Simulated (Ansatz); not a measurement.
The lowest singlet and triplet of C4H6 (SMILES [CH2]C([CH2])=C); geometries from B3LYP-D3(BJ)/def2-TZVP, each state relaxed from the structure named, with no frequency check, low spin by broken symmetry.
Singlet at the triplet's geometry (charge 0, multiplicity 1):
```xyz
10

C     -0.649     1.251     0.004
C      0.000     0.000     0.000
C      1.408    -0.064     0.010
C     -0.759    -1.187    -0.014
H     -1.728     1.319    -0.004
H     -0.083     2.172     0.015
H      1.922    -1.014     0.007
H      2.006     0.837     0.021
H     -1.839    -1.158    -0.022
H     -0.278    -2.155    -0.017
```

```csv
level,"gap E(singlet) − E(triplet), vertical, at the triplet's geometry (kcal/mol)",cost
R-HF/cc-pVDZ,98.50,-
U-HF/cc-pVDZ (spin-contaminated),25.58,-
R-SVWN5/def2-TZVPP,33.19,×2
U-SVWN5/def2-TZVPP (spin-contaminated),6.99,×8
R-PBE/def2-TZVPP,39.12,×1
U-PBE/def2-TZVPP (spin-contaminated),9.33,×5
R-r2SCAN/def2-TZVPP,52.26,×2
U-r2SCAN/def2-TZVPP (spin-contaminated),14.33,×6
R-B3LYP/def2-TZVPP,46.49,×2
U-B3LYP/def2-TZVPP (spin-contaminated),12.26,×5
R-PBE0/def2-TZVPP,51.87,×2
U-PBE0/def2-TZVPP (spin-contaminated),14.03,×3
R-BHLYP/def2-TZVPP,61.53,×4
U-BHLYP/def2-TZVPP (spin-contaminated),17.27,×10
R-wB97X-V/def2-TZVPP,55.45,×3
U-wB97X-V/def2-TZVPP (spin-contaminated),15.40,×6
R-wB97M-V/def2-TZVPP,51.39,×5
U-wB97M-V/def2-TZVPP (spin-contaminated),14.03,×10
R-B2PLYP/def2-TZVPP,42.33,×6
U-B2PLYP/def2-TZVPP (spin-contaminated),12.91,×10
R-MP2/cc-pVDZ,43.50,-
U-MP2/cc-pVDZ (spin-contaminated),17.35,-
R-SCS-MP2/cc-pVDZ,42.65,-
U-SCS-MP2/cc-pVDZ (spin-contaminated),17.31,-
R-CCSD/cc-pVDZ,50.62,-
U-CCSD/cc-pVDZ (spin-contaminated),13.24,-
R-CCSD(T)/cc-pVDZ,30.92,×2
U-CCSD(T)/cc-pVDZ (spin-contaminated),8.88,×5
"SA-CASSCF(4,4)/cc-pVDZ",25.36,-
"SC-NEVPT2 on SA-CASSCF(4,4)/cc-pVDZ",24.34,-
"FIC-NEVPT4(SD) on SA-CASSCF(4,4)/cc-pVDZ",24.01,-
"FIC-MRCISD+Q on SA-CASSCF(4,4)/cc-pVDZ",24.25,-
```

The rows run from 6.99 (U-SVWN5/def2-TZVPP (spin-contaminated)) to 98.50 kcal/mol (R-HF/cc-pVDZ). In cc-pVDZ (spin-contaminated) the value moves U-HF 25.58, U-MP2 17.35, U-CCSD 13.24, U-CCSD(T) 8.88, a shift of -16.69 from U-HF to U-CCSD(T). The 9 R-functionals in def2-TZVPP without D3 or D4 span 28.34, from R-SVWN5 to R-BHLYP.

A positive gap puts the triplet lower; no zero-point energy. R- takes a restricted singlet, here one determinant of a half-filled degenerate or near-degenerate pair, which mixes singlet states. U- takes an unrestricted singlet (broken symmetry where lower, unprojected). The triplet is unrestricted in single-reference levels. Active spaces average the two states.

Frozen-core correlation.

Doubts at one or more of the structures used: a restricted determinant that unrestricted orbitals would lower (R-HF/cc-pVDZ, R-SVWN5/def2-TZVPP, R-PBE/def2-TZVPP, R-r2SCAN/def2-TZVPP, R-B3LYP/def2-TZVPP, R-PBE0/def2-TZVPP, R-BHLYP/def2-TZVPP, R-wB97X-V/def2-TZVPP, R-wB97M-V/def2-TZVPP, R-B2PLYP/def2-TZVPP, R-MP2/cc-pVDZ, R-SCS-MP2/cc-pVDZ, R-CCSD/cc-pVDZ, R-CCSD(T)/cc-pVDZ); a spin-contaminated determinant (R-HF/cc-pVDZ, R-MP2/cc-pVDZ, R-SCS-MP2/cc-pVDZ, R-CCSD/cc-pVDZ, R-CCSD(T)/cc-pVDZ); other coupled-cluster roots lie near (R-CCSD/cc-pVDZ, R-CCSD(T)/cc-pVDZ); the program's own flag: other amplitudes (U-CCSD/cc-pVDZ (spin-contaminated), U-CCSD(T)/cc-pVDZ (spin-contaminated)).

Codes used: Ansatz (a program for electronic structure) with Gaussian orbitals. 

Costs are rough ratios of core time to R-PBE/def2-TZVPP (about 15 s over the structures, on one shared machine); a dash marks a level with no comparable run of its own.
